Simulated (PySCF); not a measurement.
A series of related molecules.

All values: PBE0/def2-SVPD (PySCF) at PBE0-D3(BJ)/def2-SVP geometries, gas phase, one conformer each. Core orbitals are frozen in the response; Δα² is half the sum of the squared differences of the principal polarisabilities.

Question: Rank by mean static polarisability, highest first.
A. `COC[SiH2]n1cccc1`
B. `B[SiH2]n1cccc1`
C. `O=C(O[SiH2]n1cccc1)C`
D. `CC#C[SiH2]n1cccc1`

Answer: D (17.00 Å³), A (16.04 Å³), C (15.81 Å³), B (14.18 Å³).

All values together:

```tsv
SMILES	formula	μ (D)	HOMO (eV)	LUMO (eV)	α (Å³)	Δα (Å³)	electrons	α per electron (Å³)	ΔSCF removal energy (eV)
CC(=O)O[SiH2]n1cccc1	C6H9NO2Si	1.65	-6.28	-0.40	15.81	8.00	82	0.193	8.19
B[SiH2]n1cccc1	C4H8BNSi	1.59	-6.20	-2.71	14.18	5.58	58	0.245	8.10
COC[SiH2]n1cccc1	C6H11NOSi	1.55	-6.24	0.33	16.04	6.74	76	0.211	8.14
CC#C[SiH2]n1cccc1	C7H9NSi	2.81	-6.11	-0.37	17.00	7.60	72	0.236	7.99
```

Conformers: `[CH3:1][C:2](=[O:3])[O:4][SiH2:5][n:6]1[cH:7][cH:8][cH:9][cH:10]1` with C1–C2–O4–Si5 179°, C2–O4–Si5–N6 180°, O4–Si5–N6–C7 2°; `[BH2:1][SiH2:2][n:3]1[cH:4][cH:5][cH:6][cH:7]1` with H–B1–Si2–N3 1° and -179°, B1–Si2–N3–C4 -82°; `[CH3:1][O:2][CH2:3][SiH2:4][n:5]1[cH:6][cH:7][cH:8][cH:9]1` with C1–O2–C3–Si4 -92°, O2–C3–Si4–N5 175°, C3–Si4–N5–C6 -82°; `[CH3:1][C:2]#[C:3][SiH2:4][n:5]1[cH:6][cH:7][cH:8][cH:9]1` with C3–Si4–N5–C6 122°.
